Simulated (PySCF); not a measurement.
# Neon: a sound run and one with changed settings

Sound run: Ne⁺ [He] 2s2 2p5, Ne²⁺ [He] 2s2 2p4. Computed with PySCF 2.14 in cc-pVDZ-DK (3s2p1d, 14 functions), with the spin-free X2C one-electron Hamiltonian (Gaussian nucleus). In the sound run the correlated levels freeze 1s2. The sound run starts from symmetry-adapted Hartree-Fock orbitals and uses a fine grid where one is needed.

Changed run: a valence shell is frozen. This setting is unsound on purpose.

| species | method | sound run (hartree) | changed run (hartree) | converged |
| --- | --- | --- | --- | --- |
| Ne⁺ | MP2 | -128.03717 | -127.98976 | yes |
| Ne⁺ | CCSD(T) | -128.04846 | -127.99639 | yes |
| Ne²⁺ | MP2 | -126.54931 | -126.49930 | yes |
| Ne²⁺ | CCSD(T) | -126.56234 | -126.50444 | yes |

Ionisation energy of Ne⁺:

```tsv
method	sound run (eV)	changed run (eV)
UHF	39.395	39.395
MP2	40.487	40.558
SCS-MP2	40.438	40.585
CCSD	40.429	40.589
CCSD(T)	40.439	40.598
```

Freezing a valence shell removes pair correlation that changes on ionisation.

For comparison, NIST gives 40.963 eV between the lowest levels.
